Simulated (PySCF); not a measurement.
## Dipole moment and polarisability of `CP([SiH3])C(F)(F)C(F)(F)F`

Compound: C₃H₆F₅PSi.
SMILES with atom numbers: `[CH3:1][P:2]([SiH3:3])[C:4]([F:5])([F:6])[C:7]([F:8])([F:9])[F:10]` (hydrogens: H11, H12, H13 on C1; H14, H15, H16 on Si3)

Cartesian coordinates in Å at the PBE0-D3(BJ)/def2-SVP level; atoms count from 1:
```
atom  x, y, z in Å
C1     1.625    1.429    0.349
P2     0.550    0.461   -0.816
Si3    1.214   -1.635   -0.240
C4    -1.029    0.608    0.222
F5    -0.852    0.295    1.524
F6    -1.430    1.898    0.179
C7    -2.203   -0.246   -0.287
F8    -3.299    0.006    0.410
F9    -1.912   -1.541   -0.160
F10   -2.441    0.008   -1.567
H11    1.591    1.057    1.382
H12    1.292    2.477    0.333
H13    2.660    1.391   -0.021
H14    2.680   -1.640   -0.536
H15    0.535   -2.644   -1.100
H16    0.998   -1.930    1.206
```

Level: CAM-B3LYP/def2-SVPD (PySCF), static field, nuclei fixed, core orbitals frozen in the response. The polarisability tensor in these axes (au):

```
x   100.42  -3.10   0.56
y    -3.10 101.91   1.48
z     0.56   1.48  82.75
```

Problem. Diagonalise the tensor; give its mean and Δα, where Δα² is half the sum of the squared differences of the eigenvalues.

Solution. Principal values 82.60, 98.10 and 104.38 au; mean 95.03 au = 14.08 Å³ = 15.67 × 10⁻⁴⁰ C²·m²/J; Δα = 19.42 au (20 % of the mean).

Problem. What is the dipole moment, and where does it point?

Solution. (2.45, -0.18, 0.18) D, 2.47 D in size, pointing from the negative to the positive side. Measured along this direction, the outermost atoms are F8 at the negative end and H14 at the positive end.

Problem. Molar refractivity from α?

Solution. Lorentz–Lorenz: R = (4π/3)N_A α = 2.5225 cm³/(mol·Å³) × 14.08 Å³ = 35.5 cm³/mol, in the limit of long wavelengths.

Problem. Find the Langevin capture rate constant for NH4+ (18.034 u) meeting this molecule (195.990 u), k = 2.342 × 10⁻⁹ cm³/s × √(α in Å³ / reduced mass in u).

Solution. The reduced mass is 16.51 u, so k = 2.16 × 10⁻⁹ cm³/s. The formula leaves out the permanent dipole, which adds to the capture rate.

Problem. Refractivity n − 1 of an ideal gas of it at 500 K and 1 atm, from the electronic α?

Solution. N = p/kT = 1.4678 × 10¹⁹ cm⁻³, so n − 1 = 2π × N × 14.08 × 10⁻²⁴ cm³ = 1299 × 10⁻⁶ at long wavelengths.

Problem. Give the principal axes and the span of the nuclei along them.

Solution. Largest value along (-0.61, 0.79, 0.04), where the nuclei span 5.34 Å; middle along (0.79, 0.61, 0.09), 5.51 Å; least along (-0.05, -0.08, 1.00), 2.98 Å. The strongest response doesn't lie along the longest of the three spans.

Problem. Rayleigh depolarisation ratio (linearly polarised light, static tensor)?

Solution. ρ = 3Δα²/(45ᾱ² + 4Δα²) = 1131.1/(406339 + 1508.2) = 0.00277.

Geometry: PBE0-D3(BJ)/def2-SVP, one conformer, isolated molecule.

These values come from a run that also computed excited states and ΔSCF ions. On one thread, Arm Neoverse V1 (aarch64), shared host with 32 logical CPUs at a one-minute load of 18, this took 3.0 min (with the writing of density and orbital grids) and 1.4 GiB of memory at its peak.
